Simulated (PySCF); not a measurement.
## How methods differ on the ionisation energy of Os(2+)

Os(2+) [Xe] 4f14 5d6 (5D) → Os(3+) [Xe] 4f14 5d5 (6S), as a difference of total energies. Computed with PySCF 2.14 in def2-SVP with the def2 core potential (60 electrons) (6s3p2d1f, 32 functions), with scalar relativity through the core potential. Correlated levels: valence: 5s2 5p6 frozen. The calculations carry no spin-orbit coupling.

Task: Order these methods by the ionisation energy they give, lowest first.
A. UHF
B. MP2 (valence)
C. SCS-MP2 (valence)
D. LDA

Result: A (24.924 eV), B (25.708 eV), C (25.797 eV), D (27.119 eV).

The reference lies between the lowest fine-structure levels, while these numbers refer to the centres of the terms.

Errors of the correlated levels include the incompleteness of this basis and the frozen core.

For comparison: 25 ± 1.6 eV (theoretical estimate listed by NIST; NIST Atomic Spectra Database, ionization energies).
